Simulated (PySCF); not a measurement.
Method: B3LYP-D3(BJ)/def2-TZVP // PBE0-D4/def2-SVP (PySCF). Gas-phase values, no solvent. One relaxed conformer stands for a flexible species; it need not be the lowest. B3LYP has the VWN-RPA correlation part, as in Gaussian. Delta-SCF ions had no search for a lower state. Excitations are Tamm–Dancoff values on a coarser integration grid. The basis has no diffuse functions, so Rydberg states are missing or too high.

Reference species (SMILES): `[NH2][GeH2][CH]=O` (neutral, multiplicity 1).

```yaml
T1 excitation (TDA): 2.60 eV
vertical ionisation energy (Delta-SCF): 8.89 eV
HOMO–LUMO gap: 4.87 eV
LUMO: -1.70 eV
```

After one change: the T1 excitation (TDA) rises by 0.03 eV; the vertical ionisation energy (Delta-SCF) decreases by 1.12 eV; the HOMO–LUMO gap falls by 0.36 eV; the LUMO decreases by 0.24 eV.

### Question
Which change was made? The new species is one of these.
A) `[NH2][GeH2][GeH2][GeH2][GeH2][CH]=O`
B) `[NH2][GeH2][GeH2][GeH2][GeH2][GeH2][GeH2][CH]=O`
C) `[NH2][GeH2][GeH2][CH]=O`
D) `[NH2][GeH2][GeH2][GeH2][CH]=O`

### Answer
B, `[NH2][GeH2][GeH2][GeH2][GeH2][GeH2][GeH2][CH]=O`
